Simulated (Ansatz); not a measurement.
`[F][Sn]([F])([Br])[Br]`, 5 atoms. Total charge 0; spin multiplicity 1. Correlated methods include outer-core shells of Br, Sn, which these sets cover unevenly. Scalar relativity is left out up to krypton. Sn takes the def2 core potential. All runs use 4 threads of an Arm Neoverse V1 on a shared host. Correlated methods freeze the cores.

Task: Give the basis size and wall time and peak host memory of each of these runs in Ansatz. RKS ωB97M-V/def2-QZVPP energy; RHF-CCSD(T)/def2-SVP energy; RKS r2SCAN0-D4/def2-TZVPP energy; RKS PBE0-D4/def2-SVP energy; RKS PBE0-D4/def2-TZVP frequencies; RKS PBE0-D4/def2-TZVPP energy; RHF-CCSD(T)/def2-TZVPP energy; RHF-MP2/def2-QZVPP energy; RKS ωB97M-V/def2-SVP energy; direct RPA on PBE orbitals/def2-TZVPP energy; RKS r2SCAN-D4/def2-TZVPP energy and forces; RKS PBE0-D4/def2-TZVP relaxation (5 steps). (An estimate is asked.)

Result: Computed: Other jobs shared the machine, so times are rough.

| level | job | functions | wall time | peak host memory (GiB) |
| --- | --- | --- | --- | --- |
| RKS PBE0-D4/def2-SVP | energy | 118 | 2 s | 0.42 |
| RKS PBE0-D4/def2-TZVPP | energy | 208 | 4.5 s | 0.84 |
| RKS r2SCAN-D4/def2-TZVPP | energy and forces | 208 | 6 s | 0.33 |
| direct RPA on PBE orbitals/def2-TZVPP | energy | 208 | 6.5 s | 0.53 |
| RKS r2SCAN0-D4/def2-TZVPP | energy | 208 | 7.5 s | 0.87 |
| RKS ωB97M-V/def2-SVP | energy | 118 | 8 s | 0.46 |
| RHF-CCSD(T)/def2-SVP | energy | 118 | 18 s | 0.66 |
| RHF-MP2/def2-QZVPP | energy | 374 | 21 s | 1.8 |
| RKS ωB97M-V/def2-QZVPP | energy | 374 | 27 s | 2 |
| RKS PBE0-D4/def2-TZVP | relaxation (5 steps) | 208 | 36 s | 0.77 |
| RKS PBE0-D4/def2-TZVP | frequencies | 208 | 2.5 min | 0.78 |
| RHF-CCSD(T)/def2-TZVPP | energy | 208 | 4.8 min | 3.5 |
